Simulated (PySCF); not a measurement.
**Trend along the fourth-period p block: MBi molecules**

PBE0 with double-zeta basis sets in PySCF, for the lowest determinant that a PBE0 search found; no spin–orbit coupling. De refers to high-spin ground-configuration atoms. A positive dipole means M(−)Bi(+).

```tsv
M	basis	state (unpaired electrons)	Re (Å)	ωe (cm⁻¹)	De (eV)	μ (D)
Ga	def2-SVP	triplet (π ↑↑)	2.840	161	1.68	-0.92
Ge	def2-SVP	doublet (π ↑)	2.522	253	2.35	0.19
Se	def2-SVP	doublet (π ↑)	2.436	288	2.77	2.78
Br	def2-SVP	triplet (π ↑↑)	2.607	228	2.65	2.98
```

The shortest bond is that of BiSe (2.436 Å), the longest that of GaBi (2.840 Å).

The state changes along the series, so neighbouring rows are not always alike in their bonding.

Spin–orbit coupling is left out, which matters for elements this heavy, above all for dissociation energies. States were picked by a PBE0 search and need not be the measured ground states.
